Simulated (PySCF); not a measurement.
C2H8O2Si, SMILES CO[SiH](C)O.

Geometry: ωB97X-D3(BJ)/def2-SVP. The values are those of a single conformer.

Two levels are set side by side: PBE/def2-TZVP (PySCF) and PBE0/def2-TZVP (PySCF). Same geometry, gas phase. Differences are taken from unrounded values.

```csv
quantity,PBE0
orbital gap (eV),8.78
highest occupied level (eV),-8.07
lowest empty level (eV),0.71
dipole moment (D),1.50
mean polarisability (bohr³),56.2
```

**Question.** What does PBE give, and how far is it from PBE0? (Estimate from the structure and the level; the computed values follow.)

**Answer.** 
```tsv
quantity	PBE	PBE minus PBE0
orbital gap (eV)	6.35	-2.43
highest occupied level (eV)	-6.51	1.56
lowest empty level (eV)	-0.16	-0.87
dipole moment (D)	1.38	-0.12
mean polarisability (bohr³)	58.8	2.6
```

Without exact exchange PBE keeps part of each electron's self-repulsion, which lifts occupied levels and narrows the gap. PBE's more diffuse valence density responds more strongly to a field. Differences between two approximate levels are no errors against the true value.

Rough cost on one machine, each run with all the roots and properties that it gave: PBE0 against PBE within a factor of 2.
